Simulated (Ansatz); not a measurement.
This geometry of ClHS₂Si (5 atoms, charge 0, multiplicity 1) is a first-order saddle point.

Level of theory: Ansatz 0.2.0, RKS PBE-D4/def2-SVP.

```xyz
5
Properties=species:S:1:pos:R:3
Cl 1.502 -0.300 1.749
Si -0.274 0.232 0.791
S -1.060 -1.310 -0.523
S 0.117 0.051 -1.623
H -0.286 1.327 -0.394
```

(1) Which two structures does it join? (They come from a converged band through this point; their orientation in space is the band's.)

(2) How far does it lie above each of them?

Results:

(1) Bonds broken: Si2–H5. Bonds formed: S4–H5.

Image 0:

```xyz
5
Properties=species:S:1:pos:R:3
Cl 1.360 -0.134 1.698
Si 0.014 0.257 0.188
S -1.250 -1.293 -0.500
S 0.407 -0.461 -1.762
H -0.532 1.630 0.376
```

Image 10:

```xyz
5
Properties=species:S:1:pos:R:3
Cl 1.766 -0.853 1.621
Si -0.088 0.146 1.289
S -1.021 -1.125 -0.368
S 0.149 0.429 -1.181
H -0.807 1.402 -1.362
```

(2) 1.47 eV above the first and 0.71 eV above the second. This is the barrier of this one path; another mechanism may lie lower. The orbitals stay closed-shell, which can raise the energy where a bond breaks towards radicals; this wasn't checked here.

Time of the run: 81 s on 1 thread of Intel(R) Xeon(R) 6975P-C (Granite Rapids), with other jobs on the host, peak memory 0.16 GiB.
